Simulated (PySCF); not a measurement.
GaCl3, SMILES [Cl][Ga]([Cl])[Cl]. Geometry: PBE-D3(BJ)/def2-SVP. The isomer is the one that the SMILES or the coordinates give; other isomers of the formula were not compared.

All values below come from PBE-D3(BJ)/def2-SVP (PySCF).

Harmonic wavenumbers (cm⁻¹): 120, 120, 131, 359, 456, 456. Rotational constants (GHz): 2.079, 2.079, 1.039; symmetry number 6.

Work out the zero-point energy and the ideal-gas rigid-rotor harmonic-oscillator thermochemistry at 298.15 K and 1 atm.

ZPE = ½ Σ hcν = ½ × 1643 cm⁻¹ = 2.35 kcal/mol. H − E(el) = 6.56 kcal/mol. Entropy in cal/(mol K): translation 41.40, rotation 25.10, vibration 11.81, total 78.31. G − E(el) = -16.79 kcal/mol. Cp = 17.99 cal/(mol K). Modes under 150 cm⁻¹ make the vibrational entropy uncertain.
